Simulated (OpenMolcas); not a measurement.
**Ni2+ in a point-charge field**

Ni2+ among 5 point charges of -1.5 e arranged as a square pyramid (C4v), 1.7 Å from the ion, with the axial distance 1.921 Å.

```json
{
  "Program": "OpenMolcas 26.06",
  "Method": "SS-CASPT2, IPEA 0.25 Eh, imaginary shift 0.1 Eh (closed shells correlated: 3s 3p)",
  "Basis": "ANO-RCC-VDZP [5s4p2d1f]",
  "Scalar Hamiltonian": "DKH2, point nucleus",
  "Active space": "8 electrons in 5 orbitals (3d)",
  "State averaging": "2S+1 = 3 even, 10 roots; 2S+1 = 1 even, 15 roots",
  "Spin-orbit coupling": "state interaction with AMFI integrals over the reference wave functions"
}
```

The lowest spin-free states, above the lowest:

```
   State  Degeneracy  E (cm-1)  Free-ion L (%)
2S+1 = 3           2         0          F (98)
2S+1 = 3           1       450          F (70)
2S+1 = 3           1      7220         F (100)
2S+1 = 3           2      7560          F (94)
2S+1 = 1           1      9040          D (51)
2S+1 = 1           1     13870         G (100)
2S+1 = 3           1     14300         F (100)
2S+1 = 1           2     14390          D (86)
2S+1 = 3           1     19700          P (70)
2S+1 = 1           1     19880          G (60)
2S+1 = 1           1     20940          D (83)
2S+1 = 1           2     25280          G (93)
2S+1 = 1           1     25860          D (92)
2S+1 = 1           1     33470          G (83)
2S+1 = 3           2     33650          P (92)
2S+1 = 1           1     33760          G (92)
2S+1 = 1           2     41740          G (94)
2S+1 = 1           1     41870          G (94)
2S+1 = 1           1     59080          S (96)
```

The lowest levels with spin-orbit coupling:

```tsv
E (cm-1)	Degeneracy	2S+1	g
0	1	3	
110	1	3	
740	2	3	0.00 0.00 2.39
1260	1	3	
1520	2	3	0.00 0.00 1.92
1580	1	3	
1670	1	3	
8000	1	3	
8050	2	3	0.00 0.00 3.93
8350	1	3	
8490	2	3	0.00 0.00 0.36
8640	1	3	
8660	1	3	
8720	1	3	
10220	1	1	
14880	1	1	
14950	2	3 (53 %)	0.00 0.00 1.17
15300	1	3	
15810	2	3 (51 %)	0.00 0.00 0.61
20530	1	3 (74 %)
```

Powder χT (cm3 K/mol): 0.0582 at 2 K, 0.291 at 10 K, 1.36 at 50 K, 2.02 at 100 K, 2.46 at 200 K, 2.63 at 300 K. The effective moment at 300 K is 2.828 √(χT) = 4.58 μB.

The lowest level has 2S+1 = 3, for which the spin-only value is χT = S(S+1) / 2 = 1.000 cm3 K/mol (g = 2). The computed 2.627 at 300 K differs by +1.627, through orbital momentum, spin-orbit coupling and any other state in reach.

Over all roots computed the reference weight is 0.88 to 0.93; the roots of lowest weight are the least certain, and an intruder state may touch them. An orbital doublet at a regular site is open to a Jahn-Teller distortion, which this geometry leaves out. Free-ion shares, where given, are those of the reference states; single-state CASPT2 does not remix them. Point charges carry no covalency, so the field is a model and not that of real ligands. An unlabelled pair can be two single states that coincide in this model. No measured value stands beside these numbers.

With an even number of electrons the g values are those of a degenerate or nearly degenerate non-Kramers pair.
